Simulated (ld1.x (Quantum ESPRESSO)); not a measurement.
# hafnium (Hf): what ld1.x (Quantum ESPRESSO) 7.5 does with a changed input

Command:

```bash
ld1.x < Hf.in > Hf.out
```

Input:

```
&input
   title='Hf', zed=72., rel=1, dft='PBESOL', iswitch=3, xmin=-9.0,
   config='[Xe] 4f14 5d1 6s0 6p0',
   nld=3, rlderiv=3.35, eminld=-4.0, emaxld=5.0, deld=0.02
 /
 &inputp
   pseudotype=2, tm=.true., lloc=0,
   nlcc=.true., new_core_ps=.true.,
   file_pseudopw='Hf.UPF', file_wfcaegen='ae.wfc', file_wfcncgen='nc.wfc', file_beta='beta', file_chi='chi'
 /
3
6P  2  1   0.00   0.00  3.10  3.10  0.0
5D  3  2   1.00   0.00  2.00  2.00  0.0
6S  1  0   0.00   0.00  2.65  2.65  0.0
 &test
   configts(1)='5d1 6s0 6p0'
 /
```

This is an input that runs to its end, with one change: mesh start xmin=-9.0.

Task: How does the run end?

Result: The program runs through. The occupied levels of the test differ from the all-electron ones by at most 0.00000 Ry (unchanged input: 0.00000 Ry).

```
      Wfc   6P  rcut= 3.075  Using Troullier-Martins method

      Wfc   5D  rcut= 2.010  Using Troullier-Martins method

     ------------------- End of pseudopotential generation -------------------

     Computing logarithmic derivative in   3.33544
     Computing logarithmic derivative in   3.33544
     Computing the partial wave expansion
       no projector for channel:   0
     R is outside the sphere for l=    1 j= 0.00
     R is outside the sphere for l=    2 j= 0.00

     ---------------------- Testing the pseudopotential ----------------------

     Hf
     scalar relativistic calculation

     atomic number is 72.00   valence charge is  4.00
     dft =PBESOL   lsd =0 sic =0 latt =0  beta=0.20 tr2=1.0E-14
     mesh =1431 r(mesh) =  99.31870 xmin = -9.00 dx = 0.01250

     n l     nl             e AE (Ry)        e PS (Ry)    De AE-PS (Ry)
     3 2     5D   1( 1.00)       -1.99168       -1.99168        0.00000
     1 0     6S   1( 0.00)       -1.89303       -1.89303        0.00000
     2 1     6P   1( 0.00)       -1.40130       -1.40130        0.00000

     eps = 6.6E-16  iter =  3

     Etot =  -30144.099985 Ry,  -15072.049993 Ha, -410131.373867 eV
     Etotps =    -9.875489 Ry,      -4.937745 Ha,    -134.362876 eV

     Ekin =       3.227180 Ry,       1.613590 Ha,      43.908015 eV
     Encl =      -1.678264 Ry,      -0.839132 Ha,     -22.833938 eV
     Ehrt =       0.467719 Ry,       0.233859 Ha,       6.363635 eV
     Ecxc =      -8.372371 Ry,      -4.186186 Ha,    -113.911916 eV
     (Ecc =      -7.441054 Ry,      -3.720527 Ha,    -101.240703 eV)
     Epseu=      -3.519752 Ry,      -1.759876 Ha,     -47.888671 eV

     ---------------------- End of pseudopotential test ----------------------
```
